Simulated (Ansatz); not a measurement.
Conformers of CH2BF3O2S (`OB(O)SC(F)(F)F`), each relaxed with PBE0-D4/def2-TZVP in Ansatz. CBS adds the triple-zeta coupled-cluster correction to the MP2 limit.

Not all of them had a frequency check.

Conformer A:

Z-matrix (Å, degrees):
```
C
F 1 1.336
S 1 1.800 2 113.1
F 1 1.327 2 108.0 3 -120.6
F 1 1.348 2 106.0 3 124.4
B 3 1.848 1 101.2 2 65.3
O 6 1.353 3 126.7 1 9.5
O 6 1.353 3 112.5 1 -171.2
H 7 0.960 6 116.5 3 5.2
H 8 0.962 6 112.3 3 -176.8
```

Conformer B:

Cartesian coordinates in Å:
```
O -1.324 0.235 2.019
B -0.707 -0.041 0.839
O -1.177 -1.012 0.029
S 0.778 0.938 0.375
C 1.223 0.221 -1.230
F 1.524 -1.070 -1.156
F 0.269 0.366 -2.144
F 2.306 0.869 -1.665
H -0.935 0.938 2.543
H -1.957 -1.444 0.389
```

(1) Which is lowest in electronic energy at CCSD(T)/CBS (frozen core, def2 sets), and by how much? (An estimate is asked.)

(2) Give the energies relative to A (kJ/mol) with PBE-D4/def2-TZVPP, PBE0-D4/def2-TZVPP, B3LYP-D4/def2-TZVPP, r2SCAN/def2-TZVPP, HF/def2-TZVPP, SCS-MP2/def2-QZVPP, CCSD/CBS(def2). (An estimate is asked.)

Results:

(1) Computed: A; B lies 5.8 kJ/mol higher.

(2) The calculation gave: 
```csv
level,B
PBE-D4/def2-TZVPP,6.0
PBE0-D4/def2-TZVPP,5.3
B3LYP-D4/def2-TZVPP,5.9
r2SCAN/def2-TZVPP,5.5
HF/def2-TZVPP,2.4
SCS-MP2/def2-QZVPP,5.3
CCSD/CBS(def2),5.3
```

B3LYP here is the variant with VWN-RPA as its local correlation; programs differ in this.
